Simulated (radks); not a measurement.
Q: Species: Hg I. Configuration: [Hg] (the NIST ground configuration). Calculated with a radial shooting solver on a logarithmic mesh with Libxc functionals: Dirac Kohn-Sham, BLYP, spin-unpolarised, spherical densities, finite nucleus; Fermi nuclear charge, rms radius 5.4648 fm. Some entries of the table are withheld. Estimate them.

orbital,occ.,eigenvalue (eV),<1/r> (bohr^-1),<r^2> (bohr^2)
1s1/2,2,-83003.77,97.50,0.0003810
2s1/2,2,-14700.00,24.02,0.005741
2p1/2,2,-14109.16,(1),0.004053
2p3/2,4,-12161.03,(2),0.005239
3s1/2,2,-3487.706,8.814,0.03725
3p1/2,2,-3220.405,8.730,0.03392
3p3/2,4,-2788.924,7.537,0.04031
3d3/2,4,-2344.403,7.436,0.03086
3d5/2,6,-2251.935,7.166,0.03259
4s1/2,2,-766.4019,3.734,0.1800
4p1/2,2,-651.6057,3.626,0.1833
4p3/2,4,-547.3813,3.212,0.2155
4d3/2,4,-359.2974,3.011,0.2264
4d5/2,6,-339.8675,2.916,0.2378
5s1/2,2,-117.7378,1.525,0.9131
4f5/2,6,(3),2.553,0.2773
4f7/2,8,(4),2.516,0.2852
5p1/2,2,-79.7989,1.399,1.067
5p3/2,4,-61.4651,1.245,1.294
5d3/2,4,-10.8452,0.9102,2.550
5d5/2,6,-9.0091,0.8678,2.826
6s1/2,2,-6.7949,0.4726,8.468
6p1/2,0,(5),0.3192,19.84

A: 
(1) 2p1/2 <1/r> (bohr^-1): 23.98
(2) 2p3/2 <1/r> (bohr^-1): 19.41
(3) 4f5/2 eigenvalue (eV): -97.8111
(4) 4f7/2 eigenvalue (eV): -93.6177
(5) 6p1/2 eigenvalue (eV): -1.5805
